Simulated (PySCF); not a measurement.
In(F)2(SeH) (F2HInSe), SMILES [F][In]([SeH])[F].

Geometry: B3LYP-D3(BJ)/def2-SVP. The structure was generated by enumeration; whether it is a known compound was not checked. The def2 effective core potentials stand for the cores of In; spin–orbit coupling is left out. The values are those of a single conformer.

Two levels are set side by side: TDDFT-PBE/def2-SVPD (PySCF) and TDDFT-PBE0/def2-SVPD (PySCF). Vertical, same geometry. The lowest singlet is HOMO→LUMO 100 % with PBE and HOMO→LUMO 99 % with the other functional; states are paired by order. Differences are taken from unrounded values.

| quantity | TDDFT-PBE0 |
|---|---|
| lowest singlet excitation (eV) | 3.78 |
| lowest triplet excitation (TDA) (eV) | 3.37 |
| first bright state (f over 0.05) (eV) | 6.18 |
| its oscillator strength | 0.24 |

### Question
What does TDDFT-PBE give, and how far is it from TDDFT-PBE0? (Estimate from the structure and the level; the computed values follow.)

### Answer

```csv
quantity,TDDFT-PBE,TDDFT-PBE minus TDDFT-PBE0
lowest singlet excitation (eV),3.30,-0.48
lowest triplet excitation (TDA) (eV),2.94,-0.43
first bright state (f over 0.05) (eV),5.21,-0.97
its oscillator strength,0.06,-0.18
```

A lower first singlet is the usual sign of a functional without exact exchange. Differences between two approximate levels are no errors against the true value.

Rough cost on one machine, each run with all the roots and properties that it gave: TDDFT-PBE0 against TDDFT-PBE about 4 times.
